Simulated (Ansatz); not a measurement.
This geometry of ClGaH2 + FH (6 atoms, charge 0, multiplicity 1) is a first-order saddle point.

Computed with Ansatz, RKS PBE0-D4/def2-mTZVP.

```xyz
6
Properties=species:S:1:pos:R:3
Ga -0.573 -0.544 -0.078
Cl 1.160 1.122 -0.983
H 0.045 -1.934 -0.392
H -1.938 0.149 -0.337
H 1.031 0.973 0.393
F 0.275 0.233 1.397
```

Q: Which two structures does it join? (They come from a converged band through this point; their orientation in space is the band's.)

A: Bonds broken: H5–F6. Bonds formed: Cl2–H5. ClGaH2 + FH becomes ClFGaH3.

Image 0:

```xyz
6
Properties=species:S:1:pos:R:3
Ga -0.499 -0.465 -0.430
Cl 0.971 0.953 -1.316
H 0.038 -1.923 -0.359
H -1.926 0.141 -0.311
H 0.992 0.924 0.951
F 0.424 0.368 1.464
```

Image 8:

```xyz
6
Properties=species:S:1:pos:R:3
Ga -0.624 -0.594 -0.001
Cl 1.199 1.163 -0.995
H 0.015 -1.950 -0.421
H -1.957 0.121 -0.372
H 1.206 1.139 0.323
F 0.162 0.121 1.467
```

Q: How far does it lie above each of them?

A: 0.48 eV above the first and 0.02 eV above the second. This is the barrier of this one path; another mechanism may lie lower. The orbitals stay closed-shell, which can raise the energy where a bond breaks towards radicals; this wasn't checked here.

Run time: 2.1 min on 2 threads of Arm Neoverse V1, on a shared host, peak memory 0.17 GiB.
